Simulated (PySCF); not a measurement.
Compound: C7H14S.
Atom-mapped SMILES: `[CH3:1][CH:2]([CH3:3])[C@@H:4]1[CH2:5][C@@H:6]1[CH2:7][SH:8]` (hydrogens: H9, H10, H11 on C1; H12 on C2; H13, H14, H15 on C3; H16 on C4; H17, H18 on C5; H19 on C6; H20, H21 on C7; H22 on S8)

Method used: PySCF, PBE0-D3(BJ)/def2-SVP geometry optimisation, gas phase.

Q: List the bond lengths, angles and torsions at this level.

A: 
```
                  bond  length (pm)
                 C1–C2        152.5
                 C2–C3        152.6
                 C2–C4        151.4
                 C4–C5        150.0
                 C5–C6        150.5
                 C6–C7        150.3
                 C7–S8        182.5
                 C4–C6        150.5
 C1–H9, C1–H10, C1–H11        110.1
                C2–H12        110.5
C3–H13, C3–H14, C3–H15        110.2
                C4–H16        109.7
                C5–H17        109.5
                C5–H18        109.3
                C6–H19        109.6
                C7–H20        110.1
                C7–H21        110.0
                S8–H22        135.0
```

Bonds in one row agree within 1 pm and their mean is given. A selection of angles:
```
     angle  degrees
  C2–C1–H9    110.5
 C2–C1–H10    111.3
 H9–C1–H10    107.5
H10–C1–H11    108.5
  C1–C2–C3    111.6
  C1–C2–C4    110.9
 C1–C2–H12    108.2
  C3–C2–C4    110.3
 C3–C2–H12    107.5
 C4–C2–H12    108.2
 C2–C3–H13    110.7
H13–C3–H14    107.6
  C2–C4–C5    121.4
  C2–C4–C6    124.0
 C2–C4–H16    112.5
  C5–C4–C6     60.1
 C5–C4–H16    115.2
 C6–C4–H16    114.2
  C4–C5–C6     60.1
 C4–C5–H17    116.9
 C4–C5–H18    119.7
 C6–C5–H17    116.8
 C6–C5–H18    119.1
H17–C5–H18    114.0
  C5–C6–C7    119.8
 C5–C6–H19    115.4
 C7–C6–H19    113.1
  C4–C6–C5     59.8
  C4–C6–C7    123.9
 C4–C6–H19    114.9
  C6–C7–S8    115.0
 C6–C7–H20    110.4
 C6–C7–H21    111.3
 S8–C7–H20    108.9
 S8–C7–H21    104.3
H20–C7–H21    106.5
 C7–S8–H22     96.4
```

Torsions: C1–C2–C4–C5 160° (antiperiplanar); C2–C4–C5–C6 -114° (anticlinal); C4–C5–C6–C7 114° (anticlinal); C5–C6–C7–S8 -159° (antiperiplanar); C2–C4–C6–C5 110° (anticlinal); H22–S8–C7–C6 -58° (synclinal).

Of the pairs four or more bonds apart, H12···H21 is among the closest relative to their van der Waals radii: 2.14 Å, 89 % of the sum of Bondi's values. The C–C distances run from 1.500 Å (C4–C5, drawn single) to 1.526 Å (C2–C3, drawn single), a spread of 0.026 Å. The 3-membered ring C4–C5–C6 has internal angles of 59.8° to 60.1°.

Point group: C1 (no symmetry element, even within 0.4 Å). Stationary, but not proved a minimum. The numbers are those of one conformer (C1–C2–C4–C5 160°, C5–C6–C7–S8 -159°, C6–C7–S8–H -58°).
